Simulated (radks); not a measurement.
Results of a calculation; reference values are marked as such.
Problem. Radial electron density D(r) = 4 pi r^2 rho(r) of an atom or ion with 46 electrons. Level of theory: scalar-relativistic Kohn-Sham, LDA (Slater exchange, Perdew-Wang correlation), spin-polarised, spherical densities, point nucleus (a radial shooting solver on a logarithmic mesh with Libxc functionals).

r (bohr)  D(r) (e/bohr)
0.001394          2.236
0.00183           3.577
0.002383          5.575
0.003128          8.664
0.004072          13.02
0.005345          19.25
0.00696           27.16
0.009136          36.94
0.0119            46.93
0.01562           55.61
0.02033           59.93
0.02669           58.66
0.03475           53.91
0.04562           51.85
0.0594            58.48
0.07796           71.13
0.1015            75.76
0.1333            64.50
0.1735            51.83
0.2278            54.97
0.2966            60.88
0.3893            46.18
0.5069            23.82
0.6653            16.81
0.8663            18.86
1.137             15.19
1.481             8.292
1.944             3.366
2.531             1.126
3.322            0.2646
4.325           0.04033

What is the nuclear charge?

Solution. Z = 47. The innermost maximum, from 1s, lies near gamma/Z bohr with gamma = sqrt(1 - (Z/c)^2) = 0.939, here 0.02 bohr (found: 0.0219), and its height grows with Z. The density is that of the silver ion Ag+ in [Kr] 4d10; the configuration itself is not fixed sharply by these data, and Z only to a few units. D(r) has 4 maxima, at r = 0.0219, 0.0968, 0.290, 0.873 bohr, and minima at 0.0431, 0.188, 0.650 bohr, inside which lie 2.00, 11.14, 29.07 electrons.
